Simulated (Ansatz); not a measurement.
Stretching the Si3–H4 bond in GeH4Si (SMILES [SiH3][GeH]) (multiplicity 1 held, fragments rigid). Energies count from the point at 1.489 Å.
Geometry at that point (charge 0, multiplicity 1):
```xyz
6

Ge     0.02686     0.67889     0.55006
H     -0.44428     1.55317    -0.70383
Si    -0.02125    -1.29644    -0.93386
H      0.90832    -1.08769    -2.07782
H     -1.39241    -1.47710    -1.48487
H      0.36638    -2.56249    -0.26127
```

R- and RO- levels are restricted; in cc, def2 and unpolarised 6-31G sets they are followed outwards from rest. U- levels take the lowest unrestricted solution at each point, which mixes spins at long bonds. Curves can end on different states.

Frozen-core correlation. Filled d and f shells under p-block atoms count as core.

Codes used: Ansatz (Gaussian orbitals). Values without a source in brackets are computed.

Energies in kcal/mol.

```json
[
 {"R (Å)": "1.191", "R-HF/def2-TZVPP": "28.5", "U-r2SCAN/def2-TZVPP": "28.8", "U-B3LYP/def2-TZVPP": "28.2", "U-MP2/def2-TZVPP": "28.3", "U-CCSD(T)/def2-TZVPP": "28.6"},
 {"R (Å)": "1.340", "R-HF/def2-TZVPP": "5.3", "U-r2SCAN/def2-TZVPP": "5.7", "U-B3LYP/def2-TZVPP": "5.5", "U-MP2/def2-TZVPP": "5.3", "U-CCSD(T)/def2-TZVPP": "5.5"},
 {"R (Å)": "1.489", "R-HF/def2-TZVPP": "0.0", "U-r2SCAN/def2-TZVPP": "0.0", "U-B3LYP/def2-TZVPP": "0.0", "U-MP2/def2-TZVPP": "0.0", "U-CCSD(T)/def2-TZVPP": "0.0"},
 {"R (Å)": "1.638", "R-HF/def2-TZVPP": "4.2", "U-r2SCAN/def2-TZVPP": "3.4", "U-B3LYP/def2-TZVPP": "3.5", "U-MP2/def2-TZVPP": "4.0", "U-CCSD(T)/def2-TZVPP": "3.7"},
 {"R (Å)": "1.786", "R-HF/def2-TZVPP": "13.3", "U-r2SCAN/def2-TZVPP": "11.3", "U-B3LYP/def2-TZVPP": "11.5", "U-MP2/def2-TZVPP": "12.8", "U-CCSD(T)/def2-TZVPP": "11.8"},
 {"R (Å)": "2.010", "R-HF/def2-TZVPP": "30.7", "U-r2SCAN/def2-TZVPP": "26.5", "U-B3LYP/def2-TZVPP": "26.7", "U-MP2/def2-TZVPP": "29.8", "U-CCSD(T)/def2-TZVPP": "27.3"},
 {"R (Å)": "2.233", "R-HF/def2-TZVPP": "48.9", "U-r2SCAN/def2-TZVPP": "42.0", "U-B3LYP/def2-TZVPP": "42.2", "U-MP2/def2-TZVPP": "51.0", "U-CCSD(T)/def2-TZVPP": "43.1"},
 {"R (Å)": "2.605", "R-HF/def2-TZVPP": "76.8", "U-r2SCAN/def2-TZVPP": "61.5", "U-B3LYP/def2-TZVPP": "63.8", "U-MP2/def2-TZVPP": "71.3", "U-CCSD(T)/def2-TZVPP": "65.2"},
 {"R (Å)": "2.977", "R-HF/def2-TZVPP": "99.7", "U-r2SCAN/def2-TZVPP": "70.7", "U-B3LYP/def2-TZVPP": "74.8", "U-MP2/def2-TZVPP": "78.2", "U-CCSD(T)/def2-TZVPP": "78.0"},
 {"R (Å)": "3.424", "R-HF/def2-TZVPP": "121.1", "U-r2SCAN/def2-TZVPP": "75.9", "U-B3LYP/def2-TZVPP": "79.9", "U-MP2/def2-TZVPP": "80.9", "U-CCSD(T)/def2-TZVPP": "82.8"},
 {"R (Å)": "4.020", "R-HF/def2-TZVPP": "141.5", "U-r2SCAN/def2-TZVPP": "78.3", "U-B3LYP/def2-TZVPP": "81.9", "U-MP2/def2-TZVPP": "81.8", "U-CCSD(T)/def2-TZVPP": "83.9"},
 {"R (Å)": "4.764", "R-HF/def2-TZVPP": "158.0", "U-r2SCAN/def2-TZVPP": "79.0", "U-B3LYP/def2-TZVPP": "82.4", "U-MP2/def2-TZVPP": "82.0", "U-CCSD(T)/def2-TZVPP": "84.2"}
]
```

Doubts at one or more of the structures used: a restricted determinant that unrestricted orbitals would lower (R-HF/def2-TZVPP); a spin-contaminated determinant (U-r2SCAN/def2-TZVPP, U-B3LYP/def2-TZVPP, U-MP2/def2-TZVPP, U-CCSD(T)/def2-TZVPP); T1 above 0.05 (U-CCSD(T)/def2-TZVPP); the program's own flag: large difference (U-CCSD(T)/def2-TZVPP).

Ansatz is a program for electronic structure.
